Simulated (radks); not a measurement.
Values are calculated unless marked as measured or tabulated.
All-electron atom: Bi71+ in [Ne] 3s2. Level of theory: Dirac Kohn-Sham, PBEsol, spin-unpolarised, spherical densities, point nucleus (a radial shooting solver on a logarithmic mesh with Libxc functionals). Some entries of the table are withheld. Estimate them.

| orbital | occ. | eigenvalue (eV) | <r^2> (bohr^2) |
|---|---|---|---|
| 1s1/2 | 2 | -97121.63 | 0.0003455 |
| 2s1/2 | 2 | -22513.80 | 0.005040 |
| 2p1/2 | 2 | (1) | 0.003527 |
| 2p3/2 | 4 | (2) | 0.004633 |
| 3s1/2 | 2 | -9236.382 | (3) |
| 3p1/2 | 0 | (4) | 0.02509 |
| 3p3/2 | 0 | (5) | 0.02947 |
| 3d3/2 | 0 | -8160.399 | 0.02126 |
| 3d5/2 | 0 | -8008.058 | 0.02241 |
| 4s1/2 | 0 | -4964.795 | 0.09616 |
| 4f5/2 | 0 | (6) | 0.06646 |
| 4f7/2 | 0 | (7) | 0.06772 |

Answer. 
(1) 2p1/2 eigenvalue (eV): -21971.81
(2) 2p3/2 eigenvalue (eV): -19581.14
(3) 3s1/2 <r^2> (bohr^2): 0.02831
(4) 3p1/2 eigenvalue (eV): -9045.318
(5) 3p3/2 eigenvalue (eV): -8390.282
(6) 4f5/2 eigenvalue (eV): -4410.175
(7) 4f7/2 eigenvalue (eV): -4382.989
